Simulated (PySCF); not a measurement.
**Correlation energy of C(2+) (carbon, charge +2)**

[He] 2p2, high-spin 3P determinant (an excited configuration). Calculation: PySCF 2.14, in ANO-RCC-VTZP (4s3p2d1f, 30 functions); the spin-free X2C one-electron Hamiltonian (Gaussian nucleus). Frozen: nothing; 4 electrons correlated.

| level | correlation energy (mhartree) |
| --- | --- |
| CCSD | -17.38 |
| (T) | -0.02 |
| CCSD(T) | -17.40 |

Diagnostics: T1 = 0.00055, D1 = 0.0010, largest double amplitude 0.021.

Question: Is a single reference adequate?

Answer: Yes: T1 lies below 0.03 and no double amplitude reaches 0.07.
